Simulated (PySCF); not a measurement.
These are PBE-D3(BJ)/def2-TZVP // r2SCAN-D4/def2-SVP (PySCF) values and carry that method's errors. All species are isolated molecules in the gas phase. One relaxed conformer stands for a flexible species; it need not be the lowest. 

Reference species: [Hf(NH2)(H)3] (neutral, multiplicity 1).

```yaml
coordination_number: 4
HOMO: -6.50 eV
LUMO: -2.49 eV
```

Changed species: [Hf(NH2)2(H)2] (2 of 4 NH2 replaced by H; the reference has 3 of 4 NH2 replaced by H).

Q: What does the change do to the coordination number, HOMO and LUMO?

A: the coordination number is nearly the same; the HOMO rises by 0.40 eV, to -6.10 eV; the LUMO rises by 0.77 eV, to -1.72 eV.
